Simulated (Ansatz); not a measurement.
Si₃Se₃⁻, relaxed as a doublet with UKS PBE-D4/def2-SVPD in Ansatz, starting from the GFN2-xTB geometry. Force threshold 0.02 eV/Å.

Another isomer (doublet) lies 0.59 eV lower at PBE0-D4/def2-TZVPD; other spin states weren't run for this one.

Start:

```xyz
6

Si    0.483    0.089   -0.767
Si   -2.578   -0.769   -0.844
Si    1.139    0.556    1.402
Se    3.302    0.768    1.323
Se   -0.700   -1.984   -0.240
Se   -1.646    1.340   -0.873
```

**Question.** Estimate the energy that the relaxation releases and the steps that it takes.

**Answer.** 5.3 kcal/mol, in 13 steps; 49 s on 4 threads of AMD EPYC 7B13 on a shared host. The force fell under the threshold at step 12, but the optimiser went on. No frequencies were taken in this run, so the end may be a saddle point.

**Question.** Does the start keep its bonding?

**Answer.** By distances, no bond broke or formed. The bond that changes most is Si1–Si3, from 2.31 to 2.44 Å (atoms count from 1).

**Question.** Predict the relaxed structure.

**Answer.** 
```xyz
6

Si    0.4398    0.4199   -1.2525
Si   -2.4133   -0.8359   -0.2658
Si    0.9985    0.6966    1.1078
Se    3.0364    0.1380    1.6461
Se   -0.2151   -1.6513   -0.0888
Se   -1.8464    1.2327   -1.1468
```
Bond lengths: 5 × Se–Si 2.18 to 2.46 Å; 1 × Si–Si 2.44 Å.
